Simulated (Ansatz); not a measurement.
System: C4H5OSi, net charge 0, doublet state. It need not be the lowest isomer of its formula. 
Structure (B3LYP-D3(BJ)/def2-TZVP (Ansatz, a first-principles code) minimum search):
SMILES: [SiH3]c1c[c]oc1
```xyz
11

Si     2.0106     0.0708     0.1510
C      0.1592     0.0415     0.0176
C     -0.7667     1.1583     0.1298
C     -1.9806     0.5969    -0.0434
O     -1.9464    -0.7174    -0.2488
C     -0.6097    -1.0575    -0.2096
H      2.4307     0.5779     1.4780
H      2.5952     0.9518    -0.8865
H      2.5134    -1.3102    -0.0324
H     -0.5373     2.1930     0.3094
H     -0.3918    -2.0999    -0.3593
```
Charge 0, spin multiplicity 2.

Wanted: atomisation energy (electronic, to ground-state atoms), in eV. Cores are frozen in the correlated levels unless marked. UHF or UKS for open shells. No spin-orbit coupling. No relativistic terms. The coupled-cluster limit lacks core correlation, which all-electron functionals hold. Basis-set limits of correlation are two-point, X^-3; Hartree-Fock from the larger set.

The UHF reference is spin-contaminated (<S^2> 0.31 over the pure value in the largest basis). 

```csv
level,program,atomisation energy (eV)
BLYP-D3(BJ)/def2-TZVPD,Ansatz + dftd3,46.94
PBE0-D3(BJ)/def2-TZVPD,Ansatz + dftd3,47.43
r2SCANh-D4/def2-TZVPD,Ansatz + dftd4,46.95
r2SCANh/def2-TZVPD,Ansatz,46.88
HSE06-D3(BJ)/def2-TZVPD,Ansatz + dftd3,47.44
CAM-B3LYP/def2-TZVPD,Ansatz,46.77
wB97M-V/def2-TZVPD,Ansatz,46.89
SCS-MP2/cc-pV(T+d)Z,Ansatz,45.53
CCSD/6-31G,Ansatz,…
CCSD/6-31G*,Ansatz,…
"CCSD(T)/CBS(cc-pV(T+d)Z,cc-pV(Q+d)Z)",Ansatz,…
```

Question: What belongs in the gaps?

Answer: 
- CCSD/6-31G, atomisation energy (eV): 38.11
- CCSD/6-31G*, atomisation energy (eV): 41.99
- CCSD(T)/CBS(cc-pV(T+d)Z,cc-pV(Q+d)Z), atomisation energy (eV): 46.71
